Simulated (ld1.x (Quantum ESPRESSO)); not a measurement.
## Fe (Z = 26), TM: configuration errors across variants

```json
{
 "Element": "Fe",
 "Generator": "ld1.x (Quantum ESPRESSO) 7.5",
 "Type": "norm-conserving Troullier–Martins (Kleinman–Bylander form)",
 "Functional": "PBE",
 "Relativity": "non-relativistic",
 "Frozen core": "[Ne] 3s2",
 "Valence charge": "14",
 "Reference configuration": "3p6 3d7 4s1 4p0",
 "Partial waves": "4s (bound): rc 1.80 bohr; 3p (bound): rc 1.00 bohr; 3d (bound): rc 0.95 bohr",
 "Local potential": "all-electron potential smoothed inside 1.30 bohr (lloc = -1)",
 "Core correction": "a·sin(br)/r model core inside 0.55 bohr"
}
```

All-electron excitation energies from the reference (eV): (1) 3p6 3d6 4s2 4p0 1.087; (2) 3p6 3d6 4s1 4p0 9.687; (3) 3p6 3d6 4s0 4p0 25.680; (4) 3p6 3d6 4s0 4p2 9.274; (5) 3p6 3d7 4s0 4p0 7.264; (6) 3p6 3d6 4s1.5 4p0 4.516; (7) 3p6 3d5 4s2 4p0 15.615.

Tests that are not counted but printed errors over 1 eV. “wave 4s (bound): rc 1.80 bohr becomes 4s (bound): rc 1.14 bohr”: all (the test run did not reproduce the reference configuration, from which every error is measured). “wave 4s (bound): rc 1.80 bohr becomes 4s (bound): rc 2.36 bohr”: 3p6 3d5 4s2 4p0 (solver errors, printed error -16.7 eV). “wave 4s (bound): rc 1.80 bohr becomes 4s (bound): rc 2.54 bohr”: 3p6 3d5 4s2 4p0 (solver errors, printed error -2426 eV).

A true bound ghost makes a file unfit for plane-wave use even where its test errors are small: the radial tests pick states by their node count and pass the ghost by. Where a test does run into it, the solver fails or the error is huge.

Errors AE − PS in meV (a dash: test not solved or not reliable):

| change | (1) | (2) | (3) | (4) | (5) | (6) | (7) | bound ghosts |
| --- | --- | --- | --- | --- | --- | --- | --- | --- |
| base | -51 | -24 | -1.3 | -13 | -10 | -38 | -261 | s |
| wave 4s (bound): rc 1.80 bohr becomes 4s (bound): rc 1.14 bohr | – | – | – | – | – | – | – | not determined |
| wave 4s (bound): rc 1.80 bohr becomes 4s (bound): rc 1.40 bohr | -39 | -39 | -15 | -32 | -0.9 | -40 | -317 | s |
| wave 4s (bound): rc 1.80 bohr becomes 4s (bound): rc 1.54 bohr | -41 | -33 | -10.0 | -25 | -3.3 | -38 | -295 | s |
| wave 4s (bound): rc 1.80 bohr becomes 4s (bound): rc 1.78 bohr | -49 | -24 | -2.7 | -15 | -9.2 | -37 | -260 | s |
| wave 4s (bound): rc 1.80 bohr becomes 4s (bound): rc 1.94 bohr | -58 | -23 | +2.7 | -8.1 | -12 | -41 | -273 | s |
| wave 4s (bound): rc 1.80 bohr becomes 4s (bound): rc 2.36 bohr | -60 | -23 | +4.1 | -6.1 | -13 | -43 | – | s |
| wave 4s (bound): rc 1.80 bohr becomes 4s (bound): rc 2.54 bohr | -53 | -21 | -1.7 | -12 | -12 | -37 | – | s |
| wave 4s (bound): rc 1.80 bohr becomes 4s (bound): rc 2.72 bohr | -46 | -18 | -8.6 | -18 | -12 | -32 | -215 | s |

(1) Give the same row for: wave 4s (bound): rc 1.80 bohr becomes 4s (bound): rc 2.16 bohr.

Results:

(1) -62, -24, +5.6, -4.5, -14, -44, –; bound ghosts: s. Not counted: 3p6 3d5 4s2 4p0 (solver errors, printed error -16.7 eV).
